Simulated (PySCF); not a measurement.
**Stretching CuH⁺**

Set-up: Cu def2-TZVPPD, H def2-TZVPPD; no relativity (PySCF 2.14). Energies in eV from Cu⁺ (3d10) + H in their ground configurations at the same level. State: ²Σ⁺ (doublet), unpaired electrons σ ↑.

All columns are B97-3. A positive dipole points towards H; it is taken about the centre of mass and depends on that origin.

| R (Å) | E (eV) | μ (D) | Mulliken charge on Cu (basis-dependent) | HOMO (eV) | LUMO (eV) | Mayer bond order | ⟨S²⟩ |
| --- | --- | --- | --- | --- | --- | --- | --- |
| 1.285 | -0.563 | -1.06 | 0.51 | -16.43 | -12.24 | 0.71 | 0.75 |
| 1.345 | -0.761 | -1.01 | 0.48 | -16.43 | -12.23 | 0.67 | 0.75 |
| 1.404 | -0.874 | -0.93 | 0.47 | -16.41 | -12.22 | 0.66 | 0.75 |
| 1.449 | -0.916 | -0.86 | 0.49 | -16.39 | -12.20 | 0.67 | 0.75 |
| 1.494 | -0.930 | -0.78 | 0.50 | -16.36 | -12.18 | 0.68 | 0.75 |
| 1.539 | -0.922 | -0.69 | 0.53 | -16.33 | -12.16 | 0.69 | 0.76 |
| 1.599 | -0.887 | -0.55 | 0.57 | -16.28 | -12.11 | 0.70 | 0.76 |
| 1.673 | -0.819 | -0.34 | 0.62 | -16.21 | -12.03 | 0.69 | 0.76 |
| 1.763 | -0.723 | -0.06 | 0.68 | -16.10 | -11.91 | 0.65 | 0.76 |
| 1.882 | -0.600 | 0.29 | 0.74 | -15.91 | -11.70 | 0.57 | 0.77 |

A fit through these points gives, at Re = 1.498 Å, μ = -0.77 D and dμ/dR = 1.96 D/Å; the reduced mass is 0.9919 u.

Task: How strong is the fundamental in the double-harmonic approximation, I = 42.26·(dμ/dR)²/μred km/mol?

Result: I = 42.26·(1.96)²/0.9919 = 164 km/mol at B97-3.

For an ion De counts to the pair picked by the measured ionisation energies or electron affinities, which need not be the lowest pair at this level. With d or f electrons several states lie close, and the lowest PBE0 determinant need not be the measured ground state.
